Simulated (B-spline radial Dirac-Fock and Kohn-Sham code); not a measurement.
Two-hole binding energies of Bi⁶⁹⁺

System: Bi⁶⁹⁺, [Ne] 3s2 3p2.

The run's input, task.json:

```json
{"items": [{
  "Z": 83,
  "q": 69,
  "cfg": [[1, 0, 2], [2, 0, 2], [2, 1, 6], [3, 0, 2], [3, 1, 2]],
  "A": 209,
  "rrms": 5.5211,
  "do": ["binding", "quiet", "double"]
}]}
```

Command: `python xray_run.py task.json out`

Calculated with an atomic code on a B-spline grid, using Dirac-Fock ΔSCF + Breit + QED. U is the two-hole binding energy less the two single-hole energies, the effective repulsion of the holes after relaxation. Each two-hole energy is an average over J within one jj subconfiguration.

```tsv
holes	E(a) (eV)	E(b) (eV)	E(ab) (eV)	U (eV)
1s⁻²	96751.1	96751.1	195313.3	1811.1
1s⁻¹ 2p1/2⁻¹	96751.1	21686.5	119068.4	630.7
1s⁻¹ 2p3/2⁻¹	96751.1	19331.8	116595.5	512.6
2s⁻²	22299.7	22299.7	44973.7	374.2
2s⁻¹ 2p1/2⁻¹	22299.7	21686.5	?	?
2p1/2⁻²	21686.5	21686.5	43837.8	464.7
2s⁻¹ 2p3/2⁻¹	22299.7	19331.8	41972.5	341.0
2p1/2⁻¹ 2p3/2⁻¹	21686.5	19331.8	41417.4	399.1
2p3/2⁻²	19331.8	19331.8	39045.0	381.5
2p1/2⁻¹ 3s⁻¹	21686.5	8994.0	30880.7	200.1
2p3/2⁻¹ 3s⁻¹	19331.8	8994.0	28520.8	195.0
```

**Question.** Give the missing two-hole energy and U.

**Answer.** E(ab) = 44352.7 eV and U = 366.4 eV.
